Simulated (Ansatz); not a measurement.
`[OH][Ge]([OH])([Cl])[Cl]` and `[OH][GeH]([OH])[Cl]` differ in one atom or group.

Ansatz, PBE0-D4/def2-TZVP geometries, multiplicity 1. Each molecule was computed in one conformer, which needn't be the lowest.

Scalar relativity is left out up to krypton.

```json
{"property": "LUMO energy (PBE0/def2-TZVPP) / eV", "`[OH][Ge]([OH])([Cl])[Cl]`": "-1.12"}
{"property": "HOMO energy (PBE0/def2-TZVPP) / eV", "`[OH][Ge]([OH])([Cl])[Cl]`": "-9.35"}
{"property": "size of the dipole moment (ωB97M-V/def2-TZVPP) / D", "`[OH][Ge]([OH])([Cl])[Cl]`": "1.95"}
{"property": "LUMO energy (B3LYP/def2-TZVPP) / eV", "`[OH][Ge]([OH])([Cl])[Cl]`": "-1.47"}
{"property": "HOMO–LUMO gap (PBE/def2-TZVPP) / eV", "`[OH][Ge]([OH])([Cl])[Cl]`": "5.67"}
{"property": "size of the dipole moment (PBE/def2-TZVPP) / D", "`[OH][Ge]([OH])([Cl])[Cl]`": "1.91"}
```

Problem. Give the same properties after the change, and the shifts. (Best estimate.)

Solution. Computed: 
```
                                          property  `[OH][GeH]([OH])[Cl]`  shift
                LUMO energy (PBE0/def2-TZVPP) / eV                  -0.11   1.01
                HOMO energy (PBE0/def2-TZVPP) / eV                  -9.21   0.14
size of the dipole moment (ωB97M-V/def2-TZVPP) / D                   1.00  -0.95
               LUMO energy (B3LYP/def2-TZVPP) / eV                  -0.49   0.98
               HOMO–LUMO gap (PBE/def2-TZVPP) / eV                   6.42   0.75
    size of the dipole moment (PBE/def2-TZVPP) / D                   0.98  -0.93
```

With PBE0 the HOMO rises by 0.14 eV and the LUMO rises by 1.01 eV, so the gap widens by about 0.87 eV. PBE moves the HOMO by 0.25 eV and ωB97M-V by 0.11 eV. Dipoles are sizes alone; their direction can turn.

B3LYP here is the variant with VWN-RPA as its local correlation; programs differ in this.
